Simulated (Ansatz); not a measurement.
Energy difference R1 → 2 P1, each structure at its B3LYP-D3(BJ)/def2-TZVP stationary point, reached from a drawn start (curvature not checked).
R1: I2 (SMILES II), charge 0, multiplicity 1.
P1: I atom, charge 0, multiplicity 2.

P less R. No zero-point or thermal terms; singlets are restricted closed shells; open shells are unrestricted; no spin–orbit coupling.

Frozen-core correlation throughout. In cc and def2 sets filled d and f shells under p-block atoms count as core.

Codes used: Ansatz (Gaussian orbitals). All values are computed, each at the level named. Elements past Kr take the def2 small-core potentials, without spin–orbit coupling.

### Question
Give the reaction energy at the level MP2/def2-TZVPP.

### Answer
42.2 kcal/mol

### Question
Estimate the reaction energy that CCSD/def2-QZVPP returns for this input.

### Answer
41.0 kcal/mol

### Question
Estimate the reaction energy that BHLYP/def2-TZVPP returns for this input.

### Answer
37.4 kcal/mol

Ansatz is a first-principles code.
